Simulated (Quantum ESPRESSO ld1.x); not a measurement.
The lutetium ion Lu19+, 52 electrons, occupied as [Kr] 4d10 4f6. Method: scalar-relativistic Kohn-Sham, LDA (Slater exchange, Perdew-Zunger correlation), spin-polarised, spherical densities, point nucleus; open shells are filled with parallel spins first; computed with ld1.x of Quantum ESPRESSO 7.5.

X-ray form factor f0, the Fourier transform of the density (f0(0) = 52):

| sin(theta)/lambda (1/angstrom) | f0 (electrons) |
|---|---|
| 0.05 | 51.854 |
| 0.1 | 51.420 |
| 0.15 | 50.711 |
| 0.2 | 49.744 |
| 0.25 | 48.546 |
| 0.3 | 47.147 |
| 0.4 | 43.881 |
| 0.5 | 40.235 |
| 0.6 | 36.484 |
| 0.8 | 29.530 |
| 1 | 24.087 |
| 1.25 | 19.555 |
| 1.5 | 16.792 |
| 2 | 13.296 |
